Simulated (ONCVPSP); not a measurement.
# What the settings do to the ONCV potential of V (Z = 23)

Base potential:

```
Element                 : V
Generator               : ONCVPSP 4.0.1
Type                    : optimised norm-conserving Vanderbilt (ONCV)
Functional              : PBE
Relativity              : non-relativistic
Frozen core             : [Ar]
Valence charge          : 5
Reference configuration : 3d3 4s1.5 4p0.5
Partial waves           : 4s: rc 2.30 bohr, ncon 5, nbas 10, qcut 2.6 1/bohr, 2 projectors, debl 0.7 Ha; 4p: rc 3.00 bohr, ncon 4, nbas 8, qcut 3.1 1/bohr, 3 projectors, debl 1.1 Ha; 3d: rc 1.25 bohr, ncon 4, nbas 9, qcut 13.6 1/bohr, 2 projectors, debl 0.4 Ha
Local potential         : polynomial inside 0.85 bohr (lpopt 4, dvloc0 3 Ha)
Core correction         : Teter function, fcfact 4.75, rcfact 1.6
```

All-electron outer shells of the reference configuration (PBE, non-relativistic, ld1.x):

```tsv
shell	level (eV)	outermost node (bohr)	outermost maximum (bohr)
3s	-69.88	0.38	0.83
3p	-44.62	0.35	0.85
3d	-6.02	–	0.88
4s	-5.07	1.18	2.76
4p	-1.80	1.30	3.59
```

Cutoffs, loose and tight: the cutoffs (Ha) at which the residual kinetic energy of the hardest occupied pseudo-wave falls to 1 and 0.1 mHa per electron. They do not see the model core or the augmentation charge, which bear on the density cutoff. Test errors are all-electron minus pseudo excitation energies from the reference, over the configurations 3d3 4s2 4p0; 3d3 4s1 4p0; 3d3 4s0 4p0; 3d3 4s1.5 4p0. A dash means not determined; rows that change the core or the reference have their own tests.

A true bound ghost makes a file unfit for plane-wave use even where its test errors are small: the radial tests pick states by their node count and pass the ghost by.

```tsv
change	outcome	cutoff, loose	cutoff, tight	bound ghosts	GHOST(+) flags above zero	largest test error (meV)
base	generated	61 Ha	71 Ha	s	p	-283
local potential polynomial inside 0.85 bohr (lpopt 4, dvloc0 4 Ha)	generated	61 Ha	71 Ha	s	p	-283
p: rc 2.24	generated	61 Ha	71 Ha	s, p	p	-283
p: debl 0.5	generated	61 Ha	71 Ha	s, p	p	-283
```

Task: What comes out with this change to the base: functional LDA (Perdew-Zunger)?

Result: outcome: generated; cutoff, loose: 61 Ha; cutoff, tight: 71 Ha; bound ghosts: s; GHOST(+) flags above zero: p; largest test error (meV): -253.

Task: What comes out with this change to the base: core correction polynomial model core, fcfact 0.7?

Result: outcome: generated; cutoff, loose: 61 Ha; cutoff, tight: 71 Ha; bound ghosts: s; GHOST(+) flags above zero: p; largest test error (meV): -30.

Task: What comes out with this change to the base: s: qcut 2.3; p: qcut 2.8; d: qcut 12.3?

Result: outcome: generated; cutoff, loose: 55 Ha; cutoff, tight: 63 Ha; bound ghosts: s; GHOST(+) flags above zero: p; largest test error (meV): -280.
